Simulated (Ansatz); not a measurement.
Reaction (germylene formation by 1,1-elimination): `[NH2][GeH2][Cl]` → H₂ + `[NH2][Ge][Cl]`

Gas-phase electronic energies from Ansatz, PBE0-D4/def2-TZVP geometries. CBS: MP2 limit from def2 TZ/QZ plus the TZ coupled-cluster correction, frozen cores. This one scheme is used for every species. Functionals use def2-TZVPP. B3LYP here is the variant with VWN-RPA as its local correlation; programs differ in this. HSE06 is defined as in plane-wave codes. For Ge outer-core shells are correlated without core-valence functions, which leaves a few kJ/mol of doubt a bond. Scalar relativity is left out up to krypton. One conformer a species, not always the lowest.

`[NH2][GeH2][Cl]`:

Cartesian coordinates in Å:
```
N -0.640 -0.366 0.942
Ge 0.290 0.488 -0.366
Cl 1.076 -0.876 -1.868
H -0.095 -1.002 1.507
H -1.479 -0.835 0.633
H 1.510 1.165 0.262
H -0.661 1.426 -1.110
```

H₂:

```xyz
2

H     0.085   -0.236   -0.276
H    -0.085    0.236    0.276
```

`[NH2][Ge][Cl]`:

Cartesian coordinates in Å:
```
N -0.154 0.072 0.678
Ge 1.127 -0.585 -0.420
Cl 0.110 -0.027 -2.301
H -1.001 0.519 0.360
H -0.081 0.022 1.683
```

```
             level  ΔE (kJ/mol)  difference from CCSD(T)/CBS
       LDA (SPW92)         68.9                         17.3
            PBE-D4         38.5                        -13.1
           BLYP-D4         12.1                        -39.5
         r2SCAN-D4         55.5                          3.9
            B97M-V         66.3                         14.7
           PBE0-D4         60.1                          8.5
          B3LYP-D4         33.6                        -18.0
        r2SCANh-D4         60.5                          8.9
        r2SCAN0-D4         67.8                         16.2
          HSE06-D4         60.1                          8.5
          BHLYP-D4         57.2                          5.6
      CAM-B3LYP-D4         51.7                          0.1
           ωB97X-V         65.5                         13.9
           ωB97M-V         47.9                         -3.7
            B2PLYP         45.8                         -5.8
          PBE-QIDH         76.7                         25.1
               PBE         36.7                        -14.9
            revPBE         25.0                        -26.6
              BLYP          8.4                        -43.2
            r2SCAN         54.9                          3.3
              PBE0         58.5                          6.9
             B3LYP         30.8                        -20.8
           r2SCANh         59.9                          8.3
             HSE06         58.5                          6.9
             BHLYP         55.6                          4.0
         CAM-B3LYP         50.0                         -1.6
           LC-ωPBE         78.6                         27.0
RPA@PBE/def2-TZVPP         55.2                          3.6
       HF/def2-SVP         79.8                         28.2
      MP2/def2-SVP         74.5                         22.9
  CCSD(T)/def2-SVP         66.1                         14.5
     HF/def2-TZVPP         70.3                         18.7
    MP2/def2-TZVPP         68.2                         16.6
SCS-MP2/def2-TZVPP         64.4                         12.8
CCSD(T)/def2-TZVPP         65.6                         14.0
     HF/def2-QZVPP         69.6                         18.0
    MP2/def2-QZVPP         59.9                          8.3
SCS-MP2/def2-QZVPP         58.0                          6.4
      HF/CBS(def2)         69.5                         17.9
    CCSD/CBS(def2)         55.2                          3.6
       CCSD(T)/CBS         51.6                            0
```

Largest T1 diagnostic among the species: 0.013.

From PBE to PBE0 (25 % exact exchange), in def2-TZVPP and without D4, ΔE moves by +21.8 kJ/mol. Leaving LDA and LC-ωPBE aside and taking each functional with its dispersion term where it has one, the values spread over 64.7 kJ/mol, from BLYP-D4 to PBE-QIDH. LDA lies +32.2 kJ/mol from PBE without D4.
